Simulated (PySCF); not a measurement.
H₆NSi₂ (SMILES [SiH3][N][SiH3]), doublet, geometry from GFN2-xTB. Base run: HF/6-31G (PySCF).

PySCF was given this input:
```python
from pyscf import gto, scf

mol = gto.Mole()
mol.atom = '''
    Si    1.66704058   -0.21564473    0.06340929
    N     0.00000000    0.00000000    0.00000000
    Si   -1.66704058    0.21564473   -0.06340929
    H     2.07133989   -1.10699091   -1.03241083
    H     2.31973004    1.09264605   -0.08201896
    H     2.01821156   -0.81474582    1.35821990
    H    -2.29077909   -0.60334976    0.98491125
    H    -2.14890177   -0.20387251   -1.38650896
    H    -1.96960063    1.63631295    0.15780760
'''
mol.basis = '6-31g'
mol.spin = 1
mol.verbose = 3
mol.build()

mf = scf.UHF(mol)
mf.kernel()
mo_i, mo_e, stable_i, stable_e = mf.stability(internal=True, external=True, return_status=True, nroots=6, tol=1e-6)
print('internally stable:', stable_i, ' externally stable:', stable_e)
if not stable_i:
    umf = mf.copy()
    umf.scf_summary = {}
    umf.kernel(umf.make_rdm1(mo_i, mf.mo_occ))
```

The bond that is stretched is that between atoms 5 and 1. A test that says stable can miss a lower solution.

Variants of this job, named by their change:

| change | ΔE vs base (kcal/mol) | <S^2> | E after following the instability (Eh) | <S^2> there | stability test says |
|---|---|---|---|---|---|
| base | 0.000 | 0.760 | -635.60758 | 0.76 | internal instability |
| bond × 1.25 | 15.60 | 0.772 | -635.58381 | 0.76 | internal instability |
| bond × 1.5 | 40.15 | 1.029 | - | - | stable |
| bond × 1.8 | 53.05 | 1.342 | - | - | stable |
| bond × 2.2 | 76.5 | 0.752 | -635.51627 | 1.46 | internal instability |
| bond × 3.0 | 76.1 | 0.750 | -635.51470 | 1.50 | internal instability |

On stretching, the SCF can end on different states; <S^2> shows the spin contamination of each.
